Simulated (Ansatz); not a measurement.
Reaction R1 + R2 → P1 + P2, each structure at its B3LYP-D3(BJ)/def2-TZVP stationary point, reached from a drawn start (curvature not checked).
P1, CH4 (SMILES C) (charge 0, multiplicity 1):
```xyz
5

C      0.00000     0.00000     0.00000
H      0.62892     0.62892     0.62892
H     -0.62892    -0.62892     0.62892
H      0.62892    -0.62892    -0.62892
H     -0.62892     0.62892    -0.62892
```
R1: H2 (SMILES [H][H]), charge 0, multiplicity 1.
P2: SiH4 (SMILES [SiH4]), charge 0, multiplicity 1.
R2, CH6Si (SMILES C[SiH3]) (charge 0, multiplicity 1, Z-matrix in Å and degrees):
```
Si
H 1 1.4835
H 1 1.4835 2 108.30
H 1 1.4835 2 108.30 3 -117.24
C 1 1.8761 2 110.62 4 -121.38
H 5 1.0915 1 110.88 2 -180.00
H 5 1.0915 6 108.03 1 121.69
H 5 1.0915 6 108.03 7 116.63
```

P less R. No zero-point or thermal terms.

Frozen-core correlation throughout.

Run with Ansatz (an electronic-structure program). Each number belongs to the level named beside it.

Total energies in hartree:

```tsv
structure	PBE/def2-TZVPP	r2SCAN/def2-TZVPP	CCSD(T)/cc-pV(Q+d)Z
P1	-40.464286	-40.500875	-40.450883
R1	-1.166122	-1.171285	-1.173794
P2	-291.721620	-291.854203	-291.452235
R2	-331.008531	-331.173373	-330.718439
```

Task: Work out the reaction energy at each level in kcal/mol (1 hartree = 627.50947 kcal/mol), and say how far PBE/def2-TZVPP lies from CCSD(T)/cc-pV(Q+d)Z.

Result: 
- PBE/def2-TZVPP: (-40.464286) + (-291.721620) − (-1.166122) − (-331.008531) = -0.011253 hartree = -7.06 kcal/mol
- r2SCAN/def2-TZVPP: (-40.500875) + (-291.854203) − (-1.171285) − (-331.173373) = -0.010420 hartree = -6.54 kcal/mol
- CCSD(T)/cc-pV(Q+d)Z: (-40.450883) + (-291.452235) − (-1.173794) − (-330.718439) = -0.010885 hartree = -6.83 kcal/mol
PBE/def2-TZVPP less CCSD(T)/cc-pV(Q+d)Z: -0.23 kcal/mol. CCSD(T)/cc-pV(Q+d)Z is the level counted from, the highest shown, and no exact or measured value.
